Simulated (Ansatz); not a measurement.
Job for Ansatz (a first-principles code): U-wB97X-V/def2-TZVPP on BiClH2 (SMILES [Cl][BiH2]), a point of a bond scan (R = 3.605 Å). Elements past Kr take the def2 small-core potentials; no spin–orbit coupling.

Ansatz 0.2 input:
```yaml
crystal:
  periodic: [false, false, false]
  atoms:
    - {symbol: Bi, position_ang: [-0.26735610, -0.21428136, 0.22757395]}
    - {symbol: H, position_ang: [-3.04643800, 0.92524596, -1.76533475]}
    - {symbol: H, position_ang: [-0.10663524, -1.65617136, -0.84177071]}
    - {symbol: Cl, position_ang: [1.40906403, 1.12270836, -1.01635216]}
basis:
  gaussian:
    orbitals: def2-TZVPP
hamiltonian:
  xc: {name: wB97X-V}
magnetization: {spin_polarized: true, initial_magnetization: 0}
```

It printed:

```
WARN ansatz: RAYON_NUM_THREADS=1 ignored (pool sized by the plan → 1); use --threads N
Functional definition: wB97X-V
integrals: 0.06 GiB planned
822 factors; their error is unknown
integrals: 0.09 GiB planned
181 factors; integrals over basis functions are off by at most 3.8e-5 eV
mean field: 0.70 GiB planned
mean field evaluation 1: about -18387.4462 eV, gradient 1.6e1 eV
mean field evaluation 2: about -18385.5133 eV, gradient 2.3e1 eV
mean field evaluation 4: about -18390.0261 eV, gradient 1.0e0 eV
mean field evaluation 8: about -18390.0355 eV, gradient 3.3e-2 eV
mean field evaluation 16: about -18390.0993 eV, gradient 1.6e-4 eV
mean field evaluation 32: about -18390.8435 eV, gradient 9.6e0 eV
mean field -18391.40367422 eV, -675.8716188865 hartree, gradient 1.5e-5 eV, S^2 0.953058; 3 other end points of the search recorded, 0 dependent functions left out
reference -18391.40367378 eV, -675.8716188701 hartree; 21, 21 occupied and 99, 99 virtual orbitals, 822 factors
Total energy: -18391.40367378 eV, -675.8716188701 hartree
```

The run converged. Its determinant has ⟨S²⟩ = 0.95, a mixture of spin states.

Cost: about 20 core-seconds (a rough figure).
